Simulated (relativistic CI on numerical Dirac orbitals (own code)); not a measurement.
Ta4+: 4d photoemission

Computed with this model: Dirac-Coulomb-Breit CI, separate exchange-only KLI orbitals for each configuration, QED by a radiative potential, multiplet model of photoemission in the sudden approximation, unscaled Slater integrals; configurations [Xe] 4f14 5d → [Kr] 4d9 4f14 5s2 5p6 5d; 300 K; Lorentzian 2.45 eV and Gaussian 0.6 eV FWHM. Energies are those of the free ion, without screening or charge transfer. The energies are binding energies and can lie tens of eV above those of solids. S is read from ⟨S²⟩ = S(S + 1).

Computed curve for free ion, scaled to 100 at the maximum (points under 2 are left out and the grid is thinned):

Energy (eV), Intensity and a bar:
```
    273.6        2.0 
    274.2        2.3 
    274.6        2.5 
    275.2        2.8 
    275.6        3.1 
    276.2        3.6 
    276.6        4.0 #
    277.2        4.8 #
    277.6        5.5 #
    278.2        6.7 #
    278.8        8.5 ##
    279.2       10.0 ##
    279.8       13.4 ###
    280.2       16.6 ####
    280.8       24.0 #######
    281.2       31.5 #########
    281.8       48.8 ##############
    282.4       73.0 ######################
    282.8       89.1 ###########################
    283.4      100.0 ##############################
    283.8       92.9 ############################
    284.4       69.0 #####################
    284.8       52.7 ################
    285.4       34.5 ##########
    285.8       26.6 ########
    286.4       18.9 #####
    287.0       14.4 ####
    287.4       12.4 ###
    288.0       10.3 ###
    288.4        9.3 ##
    289.0        8.4 ##
    289.4        8.1 ##
    290.0        8.1 ##
    290.4        8.4 ##
    291.0        9.4 ##
    291.6       11.3 ###
    292.0       13.3 ###
    292.6       18.1 #####
    293.0       23.3 #######
    293.6       35.6 ##########
    294.0       46.7 ##############
    294.6       61.1 ##################
    295.0       63.4 ###################
    295.6       55.2 ################
    296.2       40.0 ############
    296.6       30.6 #########
    297.2       20.6 ######
    297.6       16.6 ####
    298.2       13.2 ###
    298.6       12.1 ###
    299.2       10.5 ###
    299.8        8.3 ##
    300.2        6.8 #
    300.8        5.2 #
    301.2        4.4 #
    301.8        3.5 
    302.2        3.1 
    302.8        2.6 
    303.2        2.4 
    303.8        2.1
```

The ground state has S = 0.50, and the centroid lies at 288.08 eV.
